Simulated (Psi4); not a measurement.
sodium chloride (ClNa), singlet, at a GFN2-xTB geometry (such geometries of metal compounds can be far from the true shape); PBE/STO-3G (Psi4 1.11).

Psi4 was given this input:
```
memory 2 GB

molecule {
0 1
  Na   -0.00000000   -0.00000000   -1.36328114
  Cl    0.00000000    0.00000000    0.88212309
}

set basis sto-3g

energy('pbe')
print_variables()
```

The log (banner, timings and long lists left out):

```
   => Loading Basis Set <=

    Name: STO-3G
    Role: ORBITAL
    Keyword: BASIS

         ---------------------------------------------------------
                                   SCF
               by Justin Turney, Rob Parrish, Andy Simmonett
                          and Daniel G. A. Smith
                              RKS Reference
         ---------------------------------------------------------

  ==> Geometry <==

    Molecular point group: c2v
    Full point group: C_inf_v

    Geometry (in Angstrom), charge = 0, multiplicity = 1:

       Center              X                  Y                   Z               Mass
    ------------   -----------------  -----------------  -----------------  -----------------
         NA           0.000000000000     0.000000000000    -1.354745973415    22.989769282000
         CL           0.000000000000     0.000000000000     0.890658256585    34.968852682000

  Running in c2v symmetry.

  Rotational constants: A = ************  B =      0.24105  C =      0.24105 [cm^-1]
  Rotational constants: A = ************  B =   7226.53618  C =   7226.53618 [MHz]
  Nuclear repulsion =   44.070522836456043

  Charge       = 0
  Multiplicity = 1
  Electrons    = 28
  Nalpha       = 14
  Nbeta        = 14

  ==> Algorithm <==

  SCF Algorithm Type is DF.
  DIIS enabled.
  MOM disabled.
  Fractional occupation disabled.
  Guess Type is SAD.
  Energy threshold   = 1.00e-06
  Density threshold  = 1.00e-06
  Integral threshold = 1.00e-12

  ==> Primary Basis <==

  Basis Set: STO-3G
    Blend: STO-3G
    Number of shells: 10
    Number of basis functions: 18
    Number of Cartesian functions: 18
    Spherical Harmonics?: true
    Max angular momentum: 1

  ==> DFT Potential <==

   => LibXC <=

    Version 7.1.2
    S. Lehtola, C. Steigemann, M. J. T. Oliveira, and M. A. L. Marques,  SoftwareX 7, 1–5 (2018) (10.1016/j.softx.2017.11.002)

   => Composite Functional: PBE <=

    PBE GGA Exchange-Correlation Functional

    J.P. Perdew et. al., Phys. Rev. Lett., 77(18), 3865-3868, 1996

    Deriv               =              1
    GGA                 =           TRUE
    Meta                =          FALSE

    Exchange Hybrid     =          FALSE
    MP2 Hybrid          =          FALSE

   => Exchange Functionals <=

    1.0000     XC_GGA_X_PBE

   => Correlation Functionals <=

    1.0000     XC_GGA_C_PBE

   => LibXC Density Thresholds  <==

    XC_GGA_C_PBE:  1.00E-12
    XC_GGA_X_PBE:  1.00E-15

[...]
   @DF-RKS iter   2:  -615.14549694554535   -2.84957e-03   2.52584e-02 ADIIS/DIIS
   @DF-RKS iter   3:  -615.19657210671392   -5.10752e-02   1.01957e-03 ADIIS/DIIS
   @DF-RKS iter   4:  -615.19672750777727   -1.55401e-04   1.42744e-04 ADIIS/DIIS
   @DF-RKS iter   5:  -615.19673156424687   -4.05647e-06   1.88897e-06 DIIS
   @DF-RKS iter   6:  -615.19673156495378   -7.06905e-10   6.37699e-08 DIIS
  Energy and wave function converged.

  ==> Post-Iterations <==

   Electrons on quadrature grid:
      Ntotal   =   28.0000010636 ; deviation = 1.064e-06

    Orbital Energies [Eh]
    ---------------------

    Doubly Occupied:

[...]
    Virtual:

[...]
      10A1     0.602233

    Final Occupation by Irrep:
             A1    A2    B1    B2
    DOCC [     8,    0,    3,    3 ]
    NA   [     8,    0,    3,    3 ]
    NB   [     8,    0,    3,    3 ]

  @DF-RKS Final Energy:  -615.19673156495378

   => Energetics <=

    Nuclear Repulsion Energy =             44.0705228364560426
    One-Electron Energy =                -946.7375756636827191
    Two-Electron Energy =                 329.8572312255412271
    DFT Exchange-Correlation Energy =     -42.3869099632682591
    Empirical Dispersion Energy =           0.0000000000000000
    VV10 Nonlocal Energy =                  0.0000000000000000
    Total Energy =                       -615.1967315649537795

Computation Completed

Properties will be evaluated at   0.000000,   0.000000,   0.000000 [a0]

Properties computed using the SCF density matrix

 Multipole Moments:

 ------------------------------------------------------------------------------------
     Multipole            Electronic (a.u.)      Nuclear  (a.u.)        Total (a.u.)
 ------------------------------------------------------------------------------------

 L = 1.  Multiply by 2.5417464519 to convert [e a0] to [Debye]
 Dipole X            :          0.0000000            0.0000000            0.0000000
 Dipole Y            :          0.0000000            0.0000000            0.0000000
 Dipole Z            :         -3.8125456            0.4516155           -3.3609301
 Magnitude           :                                                    3.3609301

 ------------------------------------------------------------------------------------

  Variable Map:
  ----------------------------------------------------------------------------
[...]
  Array Variable Map:
  ----------------------------------------------------------------------------
[...]
[...]
```
